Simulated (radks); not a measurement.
Spherical jellium clusters: N electrons in a uniform positive sphere of charge N and radius rs N^(1/3), rs = 2.23 bohr. Level of theory: non-relativistic Kohn-Sham, exchange-only LDA, spin-polarised, spherical densities (a radial shooting solver with Libxc functionals). Levels are named by radial order and angular momentum (1s, 1p, 1d, 2s, ...), and open shells are averaged over m. Each electron was tried in the lowest free levels, single moves between levels near the top were tried too, and the lowest total energy was kept; such a search can miss a lower state. Energies include the self-energy of the background; IP and EA are vertical (highest electron removed, lowest free level filled), at fixed background; spill-out counts the electrons outside the background radius R, and alpha is the static dipole polarisability from linear response (closed shells only). A dash means not computed or, for alpha, an open shell; in EA it means that no bound solution was reached, which is typical of self-interaction and does not show that the anion is unstable. Real open-shell clusters deform, which this model forbids.

N                         open shells  2S  E/N (eV)  E(N+1) + E(N-1) - 2E(N) (eV)  IP (eV)  EA (eV)  -e(HOMO) (eV)  spill-out (e)  alpha/R^3
1                    1s(up 1, down 0)   1     0.427                             -        -        -          3.700           0.60          -
2                                none   0     0.042                         2.025    6.697        -          4.028           0.88      2.622
3                    1p(up 1, down 0)   1     0.589                        -1.008    4.052        -          1.861           1.32          -
4                    1p(up 2, down 0)   2     0.611                        -1.029    5.308        -          2.866           1.62          -
5                    1p(up 3, down 0)   3     0.418                         1.063    6.102        -          3.593           1.83          -
6                    1p(up 3, down 1)   2     0.466                        -1.059    4.757        -          2.649           2.05          -
7                    1p(up 3, down 2)   1     0.350                        -0.775    5.680        -          3.435           2.21          -
8                                none   0     0.165                         2.852    6.283        -          4.006           2.35      2.047
9                    2s(up 1, down 0)   1     0.339                        -0.276    3.265        -          1.741           2.78          -
10                   1d(up 2, down 0)   2     0.450                        -0.635    3.803        -          1.879           2.88          -
11                   1d(up 3, down 0)   3     0.483                        -0.482    4.320        -          2.364           3.08          -
12                   1d(up 4, down 0)   4     0.471                        -0.440    4.743        -          2.773           3.25          -
13                   1d(up 5, down 0)   5     0.426                         0.238    5.097        -          3.124           3.40          -
14  1d(up 5, down 0) 2s(up 1, down 0)   6     0.405                         0.693    4.764        -          3.001           3.70          -
15  1d(up 5, down 1) 2s(up 1, down 0)   5     0.433                        -0.523    4.209        -          2.415           3.83          -
16  1d(up 5, down 2) 2s(up 1, down 0)   4     0.425                        -0.448    4.649        -          2.833           3.96          -
17                   1d(up 5, down 4)   1     0.392                        -0.579    5.102        -          3.254           3.94          -
18                               none   0     0.330                         0.067    5.382        -          3.537           4.04      1.802
19                   2s(up 1, down 0)   1     0.278                         0.325    5.247        -          3.497           4.27          -
20                               none   0     0.247                         2.023    4.957        -          3.292           4.52      1.870
21                   1f(up 1, down 0)   1     0.316                        -0.316    3.011        -          1.359           4.69          -
22                   1f(up 2, down 0)   2     0.364                        -0.300    3.337        -          1.682           4.85          -
23                   1f(up 3, down 0)   3     0.395                        -0.283    3.624        -          1.967           4.99          -
24                   1f(up 4, down 0)   4     0.411                        -0.266    3.879        -          2.223           5.12          -
25                   1f(up 5, down 0)   5     0.416                        -0.251    4.109        -          2.455           5.24          -
26                   1f(up 6, down 0)   6     0.411                        -0.235    4.317        -          2.666           5.35          -
27                   1f(up 7, down 0)   7     0.397                         0.659    4.507        -          2.860           5.45          -
28  1f(up 7, down 0) 2p(up 1, down 0)   8     0.408                        -0.106    3.800        -          2.339           5.74          -
29  1f(up 7, down 0) 2p(up 2, down 0)   9     0.414                        -0.104    4.061        -          2.596           6.02          -
30  1f(up 7, down 0) 2p(up 3, down 0)  10     0.416                         0.168    4.284        -          2.819           6.29          -
31  1f(up 7, down 1) 2p(up 3, down 0)   9     0.424                        -0.778    4.211        -          2.680           6.37          -
32                   1f(up 7, down 5)   2     0.407                        -0.105    4.399        -          2.830           5.95          -
33                   1f(up 7, down 6)   1     0.388                        -0.194    4.573        -          3.008           6.03          -
34                               none   0     0.364                         0.428    4.732        -          3.172           6.12      1.618
35                   2p(up 1, down 0)   1     0.354                        -0.125    4.269        -          2.803           6.34          -
36                   2p(up 2, down 0)   2     0.341                        -0.110    4.458    1.587          2.994           6.56          -
37                   2p(up 3, down 0)   3     0.325                         0.500    4.623        -          3.162           6.78          -
38                   2p(up 3, down 1)   2     0.324                        -0.129    4.169    1.418          2.768           7.01          -
39                   2p(up 3, down 2)   1     0.319                        -0.113    4.368    1.615          2.965           7.24          -
40                               none   0     0.312                         1.331    4.542        -          3.140           7.47      1.790
41                   1g(up 1, down 0)   1     0.338                        -0.192    3.264        -          1.827           7.56          -
42                   1g(up 2, down 0)   2     0.358                             -    3.420        -          1.985           7.65          -

All shells are closed at N = 2, 8, 18, 20, 34, 40 (there: 1s2 1p6 1d10 2s2 1f14 2p6); the second difference of the energy has clear peaks (12 % above both neighbours; the first and last values, which can be the largest, are not judged, and half-filled shells can peak too) at N = 5, 8, 14, 20, 27, 30, 34, 37, 40.
